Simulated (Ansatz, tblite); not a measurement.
Cost and result up the ladder for Si₂Mo₂ (4 atoms). Total charge 0; singlet. Geometry: PBE0-D4/def2-SVP.

```xyz
4

Mo    1.219   -0.470   -0.433
Mo   -0.563   -1.180    0.429
Si   -0.809    0.636   -1.148
Si    0.153    1.014    1.152
```

Ansatz on 2 threads of Arm Neoverse V1 on a shared host; xTB runs through tblite on one thread. Times are rough, summed over both states, and most runs start from the orbitals of an earlier one. RPA@PBE/def2-TZVP serves as the yardstick here, not as an exact answer. The other state is a triplet at its own geometry.

In the def2 sets Mo takes a core potential; there is no spin–orbit coupling. The xTB rows come from tblite. B3LYP takes the VWN-RPA correlation. Correlated methods freeze 10 core orbitals; core or outer-core shells of Mo are correlated, in sets that lack core-valence functions. At PBE0-D4/def2-TZVP a singlet of charge 0 lies 0.34 eV below the triplet, each at its own geometry. The structure comes from a short search, and lower isomers may exist.

Run but left out: HF/STO-3G, B2PLYP/def2-TZVP (singlet: restricted singlet, unstable in another Hartree–Fock run and untested here); HF/def2-TZVP, MP2/def2-TZVP (singlet: restricted singlet, unstable towards broken spin symmetry); LC-ωPBE/def2-TZVP (triplet: ⟨S²⟩ 2.54, where a pure state has 2.00).

Correlated methods converge slowly with the basis.

xTB has no spin-polarisation term.

```csv
level,functions,wall time,triplet − singlet (eV),difference from RPA@PBE/def2-TZVP (eV),remarks
GFN1-xTB,36,0.01 s,-0.91,-1.50,–
GFN2-xTB,36,0.023 s,-0.20,-0.79,–
PBE-D4/def2-TZVP,154,12 s,0.53,-0.07,–
RPA@PBE/def2-TZVP,154,22 s,0.60,0.00,–
B3LYP-D4/def2-TZVP,154,22 s,0.43,-0.16,–
PBE0-D4/def2-TZVP (with forces),154,26 s,0.34,-0.25,spin-contaminated (⟨S²⟩ 2.18) (triplet)
r2SCAN-D4/def2-TZVP,154,31 s,0.41,-0.18,spin-contaminated (⟨S²⟩ 2.17) (triplet)
CAM-B3LYP-D4/def2-TZVP,154,38 s,0.33,-0.27,spin-contaminated (⟨S²⟩ 2.20) (triplet)
ωB97M-V/def2-TZVP,154,2.5 min,0.30,-0.29,spin-contaminated (⟨S²⟩ 2.24) (triplet)
```
